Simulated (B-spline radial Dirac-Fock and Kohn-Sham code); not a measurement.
# Photoelectron lines of Tc²⁺ at 375 eV

System: technetium as Tc²⁺, configuration [Kr] 4d5.

Input of the calculation (task.json; shells as n, l, electrons):

```json
{"items": [{
  "Z": 43,
  "q": 2,
  "cfg": [[1, 0, 2], [2, 0, 2], [2, 1, 6], [3, 0, 2], [3, 1, 6], [3, 2, 10], [4, 0, 2], [4, 1, 6], [4, 2, 5]],
  "A": 97,
  "rrms": 4.4112,
  "do": ["binding", "quiet", "photo", "scan"],
  "hv": [40.81, 46.5, 150, 200.0, 207.0, 300, 375.0, 1140.0, 3000.0, 12000, 28400.0, 30000, 34900.0, 80000, 100000, 200000]
}]}
```

Run with: `python xray_run.py task.json out`

The computed values come from a radial finite-basis atomic code: Dirac-Hartree-Slater photoionisation with all multipoles and Dirac-Fock thresholds. The asymmetry parameter β is from the dipole term alone. Kinetic energies are from the vacuum level. Open shells are spread statistically over j, without multiplet splitting.

The last column is dσ/dΩ = σ/(4π) · [1 − (β/2) P₂(cos θ)] at θ = 0° from the beam of unpolarised light.

```
subshell  electrons  binding (eV)  kinetic (eV)  σ (kb)     β  dσ/dΩ (kb/sr)
   3d3/2          4         286.5         88.52    1600  0.41            101
   3d5/2          6         282.8         92.17    2410  0.45            148
      4s          2         103.3         271.7    65.3  1.99            ≈ 0
   4p1/2          2         72.36         302.6    60.5  1.46           1.30
   4p3/2          4         69.42         305.6     130  1.45           2.85
   4d3/2          2         27.27         347.7    64.7  1.14           2.23
   4d5/2          3         26.97         348.0    95.9  1.16           3.20
```

Branching ratios of the spin-orbit partners (statistical value in brackets): 3d 1.51 (1.50), 4p 2.15 (2.00), 4d 1.48 (1.50).
